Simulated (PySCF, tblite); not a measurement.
Isomers of [C6H10O2]+ (charge +1 and doublet state), one GFN2-xTB conformer each. Single-point energies are computed at B3LYP/pcH-1 (PySCF, gas phase, no added dispersion term), electronic only. GFN2-xTB treats the open shell by occupation alone, and not every SCF solution was tested for stability.

Question: Rank them by B3LYP/pcH-1 energy, lowest first (kcal/mol).
A. `[CH3:1][O:2][C:3](=[O:4])[CH+:5][C:6]([CH3:7])[CH3:8]` (charge +1 and doublet state) with C1–O2–C3–O4 3°, O2–C3–C5–C6 -177°, C3–C5–C6–C7 161°
B. `[CH2+:1][C:2]([O:3][CH3:4])[C@@H:5]([CH3:6])[CH:7]=[O:8]` (charge +1 and doublet state) with H–C1–C2–O3 -176° and 10°, C1–C2–O3–C4 12°, C1–C2–C5–C6 120°, C2–C5–C7–O8 -25°

Answer: A (0.0), B (9.1).

GFN2-xTB itself gives, in the same order: 0.0, 18.1. Both levels put the same isomer lowest.

Question: What happens when harmonic zero-point energies from GFN2-xTB frequencies are added?

Answer: 
```json
{"SMILES": "COC(=O)[CH+][C](C)C", "ZPE (kcal/mol)": "89.8", "electronic (kcal/mol)": "0.0", "with ZPE (kcal/mol)": "0.0"}
{"SMILES": "[CH2+][C](OC)[C@@H](C)C=O", "ZPE (kcal/mol)": "90.5", "electronic (kcal/mol)": "9.1", "with ZPE (kcal/mol)": "9.8"}
```

The zero-point energies span 0.7 kcal/mol. The order is unchanged.
